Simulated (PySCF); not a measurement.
The vertical singlet excitations below were computed for one of the candidates. The calculation used PySCF 2.14.0, density-fitted response routines, TDDFT CAM-B3LYP/def2-SVPD, vertical, gas phase, core orbitals frozen in the response. Geometries: GFN2-xTB, one conformer each.

```tsv
state	λ (nm)	f
S1	235.2	0.0005
S2	207.4	0.014
S3	195.7	0.0077
S4	183.6	0.0087
S5	179.2	0.0077
S6	177.8	0.021
S7	170.7	0.0011
S8	170.3	0.0007
```

Triplets computed (Tamm–Dancoff): 4.79, 5.68, 6.11 eV.

Orbital energies (eV): HOMO-3 -10.64, HOMO-2 -10.20, HOMO-1 -9.69, HOMO -8.53, LUMO 0.29, LUMO+1 0.56, LUMO+2 0.67.

Task: Which structure fits? All have the formula C3H7NSSi2.
A. `N#C[C@H]1C[SiH2]S[SiH2]1`
B. `N#C[C@@]1([SiH3])C[Si@H]1S`
C. `N#C[C@@H]1[SiH2]CS[SiH2]1`
D. `N#C[C@@]1([SiH3])C[Si@@H]1S`

Result: C. Its S1, at 5.27 eV, is the lowest among the candidates; the nearest of the others has S1 at 5.56 eV. S1 is HOMO→LUMO (81%). Löwdin shares by element: HOMO sulfur 68%, carbon 11% or more, silicon 9% or more; LUMO sulfur 31%, silicon 28%, carbon 11% or more (atoms not listed hold the other 30%). At the same level the other candidates give, for their lowest levels:
- `N#C[C@@]1([SiH3])C[Si@H]1S`: 223 nm (f 0.084); 215 nm (f 0.024); 197 nm (f 0.010); 194 nm (f 0.022); 188 nm (f 0.036); T1 4.77 eV; HOMO -8.45, LUMO 0.19 eV
- `N#C[C@@]1([SiH3])C[Si@@H]1S`: 211 nm (f 0.025); 205 nm (f 0.068); 198 nm (f 0.126); 195 nm (f 0.036); 192 nm (f 0.025); T1 4.79 eV; HOMO -8.80, LUMO 0.07 eV
- `N#C[C@H]1C[SiH2]S[SiH2]1`: 213 nm (f 0.010); 197 nm (f 0.000); 191 nm (f 0.012); 174 nm (f 0.008); 173 nm (f 0.001); T1 5.44 eV; HOMO -8.87, LUMO 0.21 eV
